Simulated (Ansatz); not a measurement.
`F[CH](F)[InH2]` → `[CH]F` + `[F][InH2]` at 500 K and 1 bar (formal loss of a carbene).

Calculated with Ansatz (gas phase, PBE0-D4/def2-TZVP geometries, no zero-point term in ΔE). CCSD(T)/CBS is the MP2 limit (def2-TZVPP, def2-QZVPP) plus CCSD(T) − MP2 in def2-TZVPP, frozen cores. This one scheme is used for every species. def2 core potentials past Kr. For In outer-core shells are correlated without core-valence functions, which leaves a few kJ/mol of doubt a bond.

```
         species  CCSD(T)/CBS energy (Eh)  H − E (kJ/mol)  S (J/(mol·K))
`F[CH](F)[InH2]`               -429.19417           124.7          395.7
         `[CH]F`               -138.29972            50.0          241.9
     `[F][InH2]`               -290.81142            59.1          295.0
```

H − E and S are ideal-gas, rigid-rotor, harmonic terms from PBE0-D4/def2-TZVP. 1 Eh = 2625.50 kJ/mol, R = 8.31446 J/(mol·K).

Q: By hand: ΔE, ΔH, ΔS and ΔG.

A: ΔE = (-138.29972) + (-290.81142) − (-429.19417) = 0.08303 Eh = 218.0 kJ/mol. Δ(H − E) = 50.0 + 59.1 − 124.7 = -15.6, so ΔH = 202.4 kJ/mol. ΔS = 241.9 + 295.0 − 395.7 = 141.2 J/(mol·K). ΔG = 202.4 − 500 × (141.2)/1000 = 131.8 kJ/mol.

Q: By hand: the equilibrium constant, and the temperature at which ΔG would vanish if ΔH and ΔS stayed fixed.

A: log₁₀ K = −ΔG/(RT ln 10) = -13.8. ΔG = 0 at ΔH/ΔS = 1433 K.

The number of gas molecules changes by +1, which sets the sign of ΔS. A doubt of 5 kJ/mol in ΔE shifts log₁₀ K by 0.5 here. Modes under 60 cm⁻¹, often nearly free rotors, make the harmonic entropy too high. These are equilibria of isolated gas molecules and say nothing of rates. Largest T1 diagnostic: 0.018 (customary marks: 0.02 for closed shells, 0.045 for open ones).
